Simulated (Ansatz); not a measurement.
Reaction (redistribution): `O[Si]1(Br)CC1` + `F[CH]([SiH3])[GeH3]` → `O[Si]1([SiH3])CC1` + `F[CH]([GeH3])Br`

Calculated with Ansatz (gas phase, PBE0-D4/def2-TZVP geometries, no zero-point term in ΔE). CCSD(T)/CBS adds triple-zeta CCSD(T) − MP2 to the extrapolated MP2 energy (def2 sets, frozen cores). Functionals use def2-TZVPP. B3LYP here is the variant with VWN-RPA as its local correlation; programs differ in this. For Br, Ge outer-core shells are correlated without core-valence functions, which leaves a few kJ/mol of doubt a bond. Scalar relativity is left out up to krypton. Each species was taken in one conformer, which may not be the lowest.

`O[Si]1(Br)CC1`:

Cartesian coordinates in Å:
```
O 1.873 -0.352 0.879
Si 0.351 0.184 0.641
Br -0.313 1.473 2.308
C -0.356 0.459 -1.008
C -0.828 -0.859 -0.246
H 2.533 0.286 1.153
H 0.242 0.280 -1.897
H -1.129 1.202 -1.171
H -0.497 -1.791 -0.694
H -1.876 -0.882 0.034
```

`F[CH]([SiH3])[GeH3]`:

Z-matrix (Å, degrees):
```
C
Si 1 1.891
Ge 1 1.981 2 114.3
F 1 1.403 2 109.4 3 121.8
H 1 1.097 2 109.5 3 -120.7
H 2 1.487 1 107.6 3 61.3
H 2 1.485 1 110.5 3 -178.9
H 2 1.485 1 109.8 3 -57.8
H 3 1.535 1 109.5 2 56.5
H 3 1.535 1 109.0 2 176.9
H 3 1.538 1 108.6 2 -63.3
```

`O[Si]1([SiH3])CC1`:

Cartesian coordinates in Å:
```
O 2.096 0.464 -0.264
Si 0.496 0.118 -0.072
Si -0.765 1.237 -1.660
C -0.063 -1.500 0.609
C -0.210 -0.287 1.580
H 2.720 0.058 0.340
H -2.189 0.876 -1.421
H -0.387 0.829 -3.039
H -0.611 2.710 -1.536
H 0.677 -2.241 0.900
H -0.985 -1.961 0.269
H 0.443 -0.307 2.449
H -1.222 0.003 1.842
```

`F[CH]([GeH3])Br`:

```xyz
8

F     1.417    0.409   -1.283
C     0.766   -0.429   -0.425
Ge   -0.669    0.533    0.551
Br   -0.003   -1.909   -1.432
H     1.506   -0.891    0.229
H    -1.694    1.017   -0.478
H    -0.028    1.718    1.291
H    -1.295   -0.449    1.547
```

```csv
level,ΔE (kJ/mol),difference from CCSD(T)/CBS
PBE-D4,110.4,-19.8
r2SCAN-D4,124.0,-6.2
PBE0-D4,119.7,-10.5
B3LYP-D4,123.9,-6.3
ωB97X-V,125.7,-4.5
ωB97M-V,133.2,3.0
B2PLYP,126.7,-3.5
PBE,109.6,-20.6
r2SCAN,123.9,-6.3
PBE0,119.0,-11.2
B3LYP,122.4,-7.8
HF/def2-TZVPP,141.3,11.1
MP2/def2-TZVPP,132.6,2.4
SCS-MP2/def2-TZVPP,131.0,0.8
CCSD/def2-TZVPP,128.4,-1.8
CCSD(T)/def2-TZVPP,125.1,-5.1
HF/def2-QZVPP,141.7,11.5
MP2/def2-QZVPP,135.7,5.5
SCS-MP2/def2-QZVPP,134.0,3.8
HF/CBS(def2),141.8,11.6
MP2/CBS(def2),137.7,7.5
CCSD/CBS(def2),133.5,3.3
CCSD(T)/CBS,130.2,0
```

Largest T1 diagnostic among the species: 0.012.

In def2-TZVPP, CCSD(T) changes the Hartree–Fock value by −16.2 kJ/mol (the triples alone add −3.3 kJ/mol) and MP2 by −8.7 kJ/mol. From PBE to PBE0 (25 % exact exchange), in def2-TZVPP and without D4, ΔE moves by +9.5 kJ/mol.
